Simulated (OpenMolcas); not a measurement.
# What dynamic correlation does to the levels of F+

```yaml
Program: OpenMolcas
Basis: ANO-RCC [8s7p4d3f2g]
Scalar_Hamiltonian: DKH2, point nucleus
Active_space: 4 electrons in 9 orbitals (RAS2 2p; RAS3 3s 3d, at most 1 electron)
State_averaging: 2S+1 = 3 even, 3 roots; 2S+1 = 1 even, 6 roots; 2S+1 = 5 odd, 6 roots; 2S+1 = 3 odd, 14 roots; 2S+1 = 1 odd, 8 roots
Spin-orbit_coupling: state interaction with AMFI integrals over the reference wave functions, term energies averaged over their components
```

Methods on the same reference wave functions:
A. RASSCF
B. SS-RASPT2, IPEA 0.25 Eh, imaginary shift 0.1 Eh (closed shells correlated: 1s 2s)
C. MS-RASPT2, IPEA 0.25 Eh, imaginary shift 0.1 Eh (closed shells correlated: 1s 2s)
D. XMS-RASPT2, IPEA 0.25 Eh, imaginary shift 0.1 Eh (closed shells correlated: 1s 2s)

Energies in cm⁻¹ above 2s² 2p⁴ ³P₂, the measured ground level; measured values from NIST Handbook of Basic Atomic Spectroscopic Data.

```json
{"Level": "2s² 2p⁴ ³P₂", "A": "0.0", "B": "0.0", "C": "0.0", "D": "0.0", "Measured": "0.0"}
{"Level": "2s² 2p⁴ ³P₁", "A": "321", "B": "321", "C": "321", "D": "321", "Measured": "341"}
{"Level": "2s² 2p⁴ ³P₀", "A": "477", "B": "477", "C": "477", "D": "477", "Measured": "490"}
{"Level": "2s² 2p⁴ ¹D₂", "A": "22803", "B": "20760", "C": "20760", "D": "20880", "Measured": "20873"}
{"Level": "2s² 2p⁴ ¹S₀", "A": "56517", "B": "49510", "C": "49510", "D": "49800", "Measured": "44918"}
{"Level": "2s² 2p³ 3s ⁵S°₂", "A": "167090", "B": "171340", "C": "171340", "D": "172010", "Measured": "176494"}
{"Level": "2s² 2p³ 3s ³S°₁", "A": "174432", "B": "177620", "C": "177620", "D": "178340", "Measured": "182864"}
{"Level": "2s² 2p³ 3s ³D°₁", "A": "206506", "B": "207200", "C": "207200", "D": "207870", "Measured": "211900"}
{"Level": "2s² 2p³ 3s ³D°₂", "A": "206508", "B": "207210", "C": "207210", "D": "207870", "Measured": "211887"}
{"Level": "2s² 2p³ 3s ³D°₃", "A": "206512", "B": "207210", "C": "207210", "D": "207870", "Measured": "211866"}
{"Level": "2s² 2p³ 3s ¹D°₂", "A": "209708", "B": "210310", "C": "210310", "D": "211040", "Measured": "215070"}
```

Deviations, from unrounded energies. A percentage is the sum of absolute deviations over the sum of measured energies, with the sign that they share, or ± where signs differ.

| Against measurement | Levels | A | B | C | D |
| --- | --- | --- | --- | --- | --- |
| mean absolute deviation (cm-1) | 10 | 5300 | 3400 | 3400 | 3000 |
| fine structure of the ground term (%) | 2 | -3.9 | -4.0 | -4.0 | -4.0 |
| other terms of the ground configuration (%) | 2 | +20.6 | ±7.2 | ±7.2 | +7.4 |
| other configurations (%) | 6 | -3.2 | -2.4 | -2.4 | -2.1 |

D lies closest to measurement on these levels and A furthest from it. The largest miss of D in the table is 2s² 2p⁴ ¹S₀, by +4900 cm-1. The ranking rests on the paired levels alone, and a cruder setting can come out closer through cancelling errors.

Among B to D the level of the table that moves most is 2s² 2p³ 3s ¹D°₂, by 730 cm-1 (lowest in C, highest in D). Moves below CASPT2's spread within the term are not significant.

The mean deviations of B to D differ by less than CASPT2's widest spread within a term (760 cm-1), so their order carries little weight.

From A to B the spin-free energies of the other terms of 2s² 2p⁴ shown, above ³P, scale by factors of 0.88 to 0.91.

The lowest spin-free term lies below A's lowest term by 0.195 hartree in B, 0.195 hartree in C, 0.198 hartree in D.

CASPT2 does not keep the components of a term degenerate, so their means are used; among the terms shown or strongly mixed into the levels shown the widest spread is 760 cm-1 (2s² 2p³ 3s ¹D°, D). ANO sets are built for valence states and can reach diffuse excited orbitals poorly. With the s shell closed, the reference lacks s² → p² mixing. Without dynamic correlation excited terms often stand tens of per cent too high (terms of higher spin than the ground term too low), and those without a measured partner can miss by more than the paired ones (holds for A). Measured partners are found by configuration, term and J. A level has none where our copy of the source lacks it or the pairing is in doubt (some pairs that miss far off the trend of their configuration count as doubtful), and it then counts in no deviation. Levels of configurations outside the active space are missing. The table leaves out levels that lie high or whose names do not pair safely across all columns.

° marks odd parity.
